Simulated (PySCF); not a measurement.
Simulated 1H ENDOR lines of a doublet radical (isotropic, first order, 340.0 mT).

Class means under 0.5 MHz are left out. Line positions in MHz: 2.80, 3.59, 6.80, 12.11, 16.84, 31.75, 32.54, 35.76.

What is the proton Larmor frequency at this field?

νH = 5.58569 × 7.62259 MHz/T × 0.3400 T = 14.48 MHz.

Pair the lines and read off the couplings.

ν± = |νn ± a/2|, one line for each electron-spin manifold; νn = |g_N| × 7.62259 MHz/T × B. A pair with |a| < 2νn is centred on νn and split by |a|; one with |a| > 2νn is centred on |a|/2 and split by 2νn.

```
lower line  upper line  centred on  |a| (MHz)
      6.80       35.76       |a|/2      42.56
      3.59       32.54       |a|/2      36.14
      2.80       31.75       |a|/2      34.54
     12.11       16.84          νn       4.73
```

C7H4F2N (doublet state).
Structure used (GFN2-xTB), in Å, numbered top down from 1:
```
atom  x, y, z in Å
C1     0.5116    2.0724    0.2302
C2     0.0366    0.7999    0.1061
C3    -1.2775    0.3339    0.1828
F4    -2.3476    1.0777    0.4592
C5    -1.3566   -1.1536    0.0392
F6    -2.1818   -1.5721   -0.9875
C7     0.0823   -1.5090   -0.2109
C8     0.8512   -0.4104   -0.1562
C9     2.2486   -0.3590   -0.3212
N10    3.3855   -0.2980   -0.4494
H11   -0.1589    2.8939    0.4045
H12    1.5637    2.2775    0.1582
H13   -1.7546   -1.6395    0.9456
H14    0.3968   -2.5142   -0.4227
```

As a line formula: `C=C1[C](F)[C@@H](F)C=C1C#N` [radical].

This is the radical. Which protons give which coupling, and how does each split the EPR lines?

42.6 MHz (computed sign +): H13, 2 bonds from C3, a 1:1 doublet of 1.518 mT; 36.1 MHz (computed sign −): H12, 1 bond from C1, a 1:1 doublet of 1.289 mT; 34.5 MHz (computed sign −): H11, 1 bond from C1, a 1:1 doublet of 1.232 mT; 4.7 MHz (computed sign +): H14, 3 bonds from C3, a 1:1 doublet of 0.169 mT. To first order the positions of ENDOR lines don't depend on how many nuclei share a coupling. Main spin sites, with 60 % or more of the largest population: C1, C3; positions count bonds from the nearest.

Computed, not measured: PySCF 2.14.0, UKS B3LYP, pcH-1 on C F H N, non-relativistic, mean-field spin-orbit, GIAO. Geometry: GFN2-xTB; no solvent, vibrations or thermal averaging. A GFN2-xTB geometry isn't a minimum of the functional, and hyperfine couplings can be far from their values at a DFT geometry. Stability of the SCF solution: not tested. ⟨S²⟩ is 0.785 where a pure state has 0.75.

Largest spin populations (Mulliken): C3 (+0.64), C1 (+0.58), C2 (-0.23) and C7 (-0.09). The angles at C3 add up to 359.8°, so it is planar.

The run took 1.8 min (with the writing of density and orbital grids) on Arm Neoverse V2, one thread (shared host), and the process peaked at 1.1 GiB of memory.
